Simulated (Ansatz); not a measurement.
Coupled-cluster diagnostics for Si₃Mo⁺, Ansatz.

Geometry of the doublet (r2SCAN-D4/def2-SVP):

```tsv
atom	x (Å)	y (Å)	z (Å)
Mo1	-0.450	-0.958	-0.832
Si2	-0.515	-0.152	1.382
Si3	1.522	-0.198	0.030
Si4	-0.558	1.308	-0.579
```

In the def2 sets Mo takes a core potential; there is no spin–orbit coupling. Correlated methods freeze 15 core orbitals; core or outer-core shells of Mo are correlated, in sets that lack core-valence functions. In CCSD on the charge 1 doublet the largest single amplitude is 0.24, so its Hartree–Fock determinant may place the open shell otherwise than the density functionals do. The structure comes from a short search, and lower isomers may exist.

**Question.** Estimate the CCSD(T) correlation energy, the shares of MP2 and (T), T1 and the reference's ⟨S²⟩ for: charge 1, doublet, own geometry in def2-TZVPP; and the rough time on 4 threads of Arm Neoverse V2 on a shared host.

**Answer.** 
```csv
state,basis,correlation (eV),MP2 share (%),(T) share (%),T1,⟨S²⟩ (pure),wall time,remarks
"charge 1, doublet, own geometry",def2-TZVPP,-23.447,87.8,8.1,0.106,3.19 (0.75),10 min,"large T1 (0.106), spin-contaminated (⟨S²⟩ 3.19)"
```
Customary marks for T1 are 0.02 (closed shells), 0.045 (open shells) and about 0.05 (3d metals). T1 exceeds 0.02 in 1 of 1 rows and 0.045 in 1; the higher it lies, the less the single-reference result can be trusted.
